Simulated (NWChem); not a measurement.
Species: CH$_{3}$Mg cation; SMILES [CH3][Mg+]

```xyz
5

Mg     0.0000     0.0000    -0.9494
C      0.0000     0.0000     1.1488
H      0.7405     0.7405     1.4581
H      0.2710    -1.0115     1.4581
H     -1.0115     0.2710     1.4581
```
Atoms are numbered in this order, from 1.

Computed with NWChem. Pople sets run with spherical d functions. Structure relaxed at the B3LYP/6-31G* (spherical d) level. GIAO values for the isolated, static molecule; σ is the absolute isotropic shielding, δ = σ(reference) − σ with the isolated reference molecule computed at the same levels (13C: tetramethylsilane, 1H: tetramethylsilane).

| level | σ Mg1 (ppm) | δ C2 (ppm) | δ H3 (ppm) |
|---|---|---|---|
| BHandHLYP/pcSseg-1 | 641.9 | ___ | ___ |
| Hartree-Fock/6-31G* | 642.7 | 6.8 | 1.74 |
| PBE/pcSseg-1 | 655.7 | 18.8 | 2.48 |

Question: Fill in the missing entries.

Answer: 
- BHandHLYP/pcSseg-1, δ C2 (ppm): 12.7
- BHandHLYP/pcSseg-1, δ H3 (ppm): 2.19
